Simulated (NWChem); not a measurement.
Si₂H₄, singlet; SMILES [SiH][SiH3]

Low-valent species are run as closed-shell singlets; no triplet was tried in these runs.

Q: Give the equilibrium geometry at PBE0/def2-SVP (NWChem) as a list of bonds and angles, with the point group.

A: point group Cs; any orientation.
Bonds (Å): Si1–H2 1.535, Si1–Si3 2.394, Si3–H4 1.502, Si3–H5 1.502, Si3–H6 1.496. Angles (°): H2–Si1–Si3 87.7, Si1–Si3–H4 109.1, Si1–Si3–H5 108.9, Si1–Si3–H6 114.7, H4–Si3–H5 107.8, H4–Si3–H6 108.0, H5–Si3–H6 108.0.
